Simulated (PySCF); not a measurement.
## [Sm2Cl3]+ at several levels of theory

Computed with PySCF 2.14.0 (density fitting, no spin-orbit coupling) at the geometry relaxed with BP86:

```xyz
5
[Sm2Cl3]+ (singlet in the valence; each metal's 4f electrons, 6 of them, lie in its core potential, out of spins and levels)
Sm    0.0000    0.0000    2.8800
Sm    0.0000    0.0000   -2.8800
Cl    0.0000    0.0000    0.0000
Cl    0.0000    0.0000    5.4581
Cl    0.0000    0.0000   -5.4581
```

| level | basis | state | HOMO (eV) | gap (eV) | charge on Sm1 (e) | population of f-type functions on Sm1 (polarisation alone where 4f lies in the core) | dipole about the centre of mass (D) | largest force component (eV/Å) |
| --- | --- | --- | --- | --- | --- | --- | --- | --- |
| BP86 | Sm lcecp-0-SVP with ECP52, Cl def2-SVP | singlet | – | – | 0.97 | 0.02 | 0.00 | 0.00 |
| wB97X | the same | singlet | – | – | 1.09 | 0.02 | 0.00 | 0.08 |
| BLYP | the same | singlet | – | – | 0.93 | 0.02 | 0.00 | 0.20 |
| r2SCAN | the same | singlet | – | – | 1.07 | 0.02 | 0.00 | 0.05 |
| BP86 | Sm lcecp-0-TZVP with ECP52, Cl def2-TZVP | singlet | – | – | 1.29 | 0.03 | 0.00 | 0.22 |

In the lcecp rows the 4f levels are missing from HOMO and gap, and the state counts the valence alone.

Charges are Mulliken's, which hang on the basis. The relaxation used the grid (50, 194), these runs (75, 302) or, all-electron (x2c bases, spin-free X2C Hamiltonian), (99, 590).

What does TPSSh with Sm lcecp-0-SVP with ECP52, Cl def2-SVP give here?

state singlet, charge on Sm1 (e) 1.06, population of f-type functions on Sm1 (polarisation alone where 4f lies in the core) 0.02, dipole about the centre of mass (D) 0.00, largest force component (eV/Å) 0.06. Time: 15 s on 2 threads of Arm Neoverse N1, on a shared host, from an already converged density.

A frequency check found unstable modes (4, the lowest at -31 cm⁻¹), so the relaxed geometry is a saddle point, or these are noise. An lcecp potential fixes the number of 4f electrons, so in runs with it no electron can move into or out of that shell.
